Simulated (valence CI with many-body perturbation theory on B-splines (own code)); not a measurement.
**Forbidden lines of Sm³⁹⁺**

Calculated by relativistic CI+MBPT: five valence electrons over a frozen Dirac-Fock core [Ar], a basis of 7 s, 7 p, 8 d, 6 f, 4 g, 1 h functions for each j, with the one-electron correlation potential Σ1, the two-electron term Σ2, the three-electron term Σ3, Breit, model QED; selected CI, second order for the rest (own B-spline code, finite nucleus).

The last digits are not significant, and no measured levels were compared; by estimate large intervals hold to a few tenths of a per cent, small ones and those within an open d or f shell to about a per cent. Only levels of the ground parity were solved; by the run's estimate the other parity begins above the list, which can be wrong where configurations are misplaced.

Lines 1 to 50 of 120 in falling wavelength, among levels below 1098600 cm⁻¹, chosen from the decays that carry over 1 % of a level's rate. Wavelengths and rates use the calculated energies. Electric multipoles are in the length gauge, E1 and E2 with the static RPA response of the core. Weak lines are less certain than strong ones. Lines between different terms over intervals too small for the method are left out, as are lines whose strength nearly cancels. Branching is blank where the lifetime is uncertain.

Levels are named by their leading jj configuration (3d3/2^4 stands for four electrons in 3d with j = 3/2), which in mixed levels can hold well under half, so a name can repeat and another be missing. Letters in brackets count levels of one name in rising energy.

```
λ vac (nm)                        Upper                        Lower  Type   A (s⁻¹)  Branch %
     942.1     (3d3/2^3 3d5/2^2) J=11/2  (3d3/2^3 3d5/2^2) J=7/2 [a]    E2  6.51e-08          
     351.0      (3d3/2^3 3d5/2^2) J=9/2     (3d3/2^3 3d5/2^2) J=11/2    M1  2.61e+02      25.5
     269.9  (3d3/2^3 3d5/2^2) J=7/2 [b]  (3d3/2^3 3d5/2^2) J=5/2 [b]    M1  4.33e+02       3.0
     255.7      (3d3/2^3 3d5/2^2) J=9/2  (3d3/2^3 3d5/2^2) J=7/2 [a]    M1  7.55e+02      73.8
     214.5  (3d3/2^3 3d5/2^2) J=5/2 [b]  (3d3/2^3 3d5/2^2) J=3/2 [a]    M1  1.04e+03       2.7
     170.6      (3d3/2^3 3d5/2^2) J=1/2  (3d3/2^3 3d5/2^2) J=3/2 [a]    M1  6.03e+03      99.6
     126.9  (3d3/2^3 3d5/2^2) J=7/2 [a]  (3d3/2^3 3d5/2^2) J=5/2 [a]    M1  5.77e+03       5.5
     124.8  (3d3/2^2 3d5/2^3) J=1/2 [a]  (3d3/2^3 3d5/2^2) J=3/2 [b]    M1  6.26e+03       2.0
     109.0  (3d3/2^3 3d5/2^2) J=7/2 [b]  (3d3/2^3 3d5/2^2) J=7/2 [a]    M1  2.24e+03      15.6
     97.86  (3d3/2^2 3d5/2^3) J=5/2 [b]  (3d3/2^3 3d5/2^2) J=3/2 [b]    M1  7.18e+03       2.5
     96.23  (3d3/2^3 3d5/2^2) J=3/2 [b]      (3d3/2^3 3d5/2^2) J=1/2    M1  1.85e+03       3.3
     94.71  (3d3/2^2 3d5/2^3) J=5/2 [b]  (3d3/2^2 3d5/2^3) J=5/2 [a]    M1  3.37e+03       1.2
     90.70  (3d3/2^2 3d5/2^3) J=7/2 [b]  (3d3/2^2 3d5/2^3) J=7/2 [a]    M1  3.73e+03       3.6
     86.37  (3d3/2^2 3d5/2^3) J=1/2 [b]  (3d3/2^2 3d5/2^3) J=3/2 [a]    M1  1.23e+04       3.5
     86.26  (3d3/2^3 3d5/2^2) J=3/2 [b]  (3d3/2^3 3d5/2^2) J=5/2 [b]    M1  4.81e+03       8.6
     83.87  (3d3/2^2 3d5/2^3) J=9/2 [c]  (3d3/2^2 3d5/2^3) J=9/2 [b]    M1  1.44e+04      10.2
     74.90  (3d3/2^3 3d5/2^2) J=5/2 [b]  (3d3/2^3 3d5/2^2) J=5/2 [a]    M1  3.54e+04      93.3
     71.00  (3d3/2^2 3d5/2^3) J=9/2 [a]  (3d3/2^3 3d5/2^2) J=7/2 [b]    M1  1.66e+04       9.7
     67.64    (3d3/2 3d5/2^4) J=3/2 [a]  (3d3/2^2 3d5/2^3) J=1/2 [b]    M1  6.38e+03       1.3
     63.42  (3d3/2^2 3d5/2^3) J=7/2 [a]  (3d3/2^3 3d5/2^2) J=5/2 [b]    M1  3.79e+04      15.0
     61.67  (3d3/2^2 3d5/2^3) J=5/2 [c]  (3d3/2^3 3d5/2^2) J=3/2 [b]    M1  4.75e+04      12.5
     61.52  (3d3/2^3 3d5/2^2) J=3/2 [b]  (3d3/2^3 3d5/2^2) J=3/2 [a]    M1  1.14e+04      20.4
     59.79  (3d3/2^2 3d5/2^3) J=5/2 [a]  (3d3/2^3 3d5/2^2) J=7/2 [a]    M1  4.13e+04       8.2
     58.83  (3d3/2^3 3d5/2^2) J=5/2 [a]        (3d3/2^4 3d5/2) J=5/2    M1  1.88e+05     100.0
     58.27    (3d3/2 3d5/2^4) J=7/2 [a]  (3d3/2^2 3d5/2^3) J=5/2 [c]    M1  3.03e+04       4.9
     57.71  (3d3/2^2 3d5/2^3) J=7/2 [a]      (3d3/2^3 3d5/2^2) J=9/2    M1  6.22e+04      24.7
     56.31  (3d3/2^2 3d5/2^3) J=3/2 [b]  (3d3/2^3 3d5/2^2) J=3/2 [b]    M1  2.47e+03       1.7
     55.66     (3d3/2^2 3d5/2^3) J=11/2      (3d3/2^3 3d5/2^2) J=9/2    M1  2.43e+04      13.8
     55.25  (3d3/2^2 3d5/2^3) J=3/2 [b]  (3d3/2^2 3d5/2^3) J=5/2 [a]    M1  1.06e+04       7.2
     55.23  (3d3/2^2 3d5/2^3) J=5/2 [b]  (3d3/2^3 3d5/2^2) J=7/2 [b]    M1  2.66e+04       9.2
     54.34  (3d3/2^2 3d5/2^3) J=1/2 [a]      (3d3/2^3 3d5/2^2) J=1/2    M1  1.22e+05      38.6
     53.19    (3d3/2 3d5/2^4) J=5/2 [a]  (3d3/2^2 3d5/2^3) J=3/2 [a]    M1  4.68e+04       5.2
     52.32    (3d3/2 3d5/2^4) J=3/2 [a]  (3d3/2^2 3d5/2^3) J=5/2 [c]    M1  5.19e+03       1.0
     51.66  (3d3/2^2 3d5/2^3) J=3/2 [a]      (3d3/2^3 3d5/2^2) J=1/2    M1  1.80e+04       3.3
     50.63    (3d3/2 3d5/2^4) J=7/2 [a]  (3d3/2^2 3d5/2^3) J=9/2 [b]    M1  3.78e+04       6.2
     50.22  (3d3/2^2 3d5/2^3) J=5/2 [d]  (3d3/2^2 3d5/2^3) J=5/2 [c]    M1  6.83e+03       1.8
     48.64  (3d3/2^2 3d5/2^3) J=3/2 [a]  (3d3/2^3 3d5/2^2) J=5/2 [b]    M1  7.47e+04      13.7
     48.47  (3d3/2^2 3d5/2^3) J=7/2 [c]  (3d3/2^2 3d5/2^3) J=5/2 [a]    M1  3.13e+03       1.4
     48.22  (3d3/2^2 3d5/2^3) J=9/2 [c]     (3d3/2^2 3d5/2^3) J=11/2    M1  3.07e+03       2.2
     48.04     (3d3/2^2 3d5/2^3) J=11/2     (3d3/2^3 3d5/2^2) J=11/2    M1  1.52e+05      86.2
     47.78  (3d3/2^2 3d5/2^3) J=5/2 [d]  (3d3/2^2 3d5/2^3) J=7/2 [b]    M1  5.03e+03       1.3
     47.55       (3d3/2 3d5/2^4) J=11/2  (3d3/2^2 3d5/2^3) J=9/2 [b]    M1  3.54e+04       6.9
     47.08  (3d3/2^2 3d5/2^3) J=7/2 [a]  (3d3/2^3 3d5/2^2) J=7/2 [a]    M1  8.87e+04      35.2
     46.48  (3d3/2^2 3d5/2^3) J=9/2 [b]  (3d3/2^3 3d5/2^2) J=7/2 [b]    M1  3.04e+04       8.0
     45.85  (3d3/2^2 3d5/2^3) J=5/2 [b]  (3d3/2^3 3d5/2^2) J=5/2 [b]    M1  1.26e+05      43.7
     45.05  (3d3/2^2 3d5/2^3) J=9/2 [a]     (3d3/2^3 3d5/2^2) J=11/2    M1  6.18e+04      36.1
     43.31  (3d3/2^2 3d5/2^3) J=7/2 [b]  (3d3/2^3 3d5/2^2) J=7/2 [b]    M1  2.94e+04      28.6
     43.18    (3d3/2 3d5/2^4) J=7/2 [a]  (3d3/2^2 3d5/2^3) J=5/2 [b]    M1  9.68e+04      15.8
     42.99  (3d3/2^2 3d5/2^3) J=9/2 [a]  (3d3/2^3 3d5/2^2) J=7/2 [a]    M1  9.13e+04      53.3
     42.38    (3d3/2 3d5/2^4) J=5/2 [a]  (3d3/2^2 3d5/2^3) J=7/2 [a]    M1  1.60e+05      17.9
```
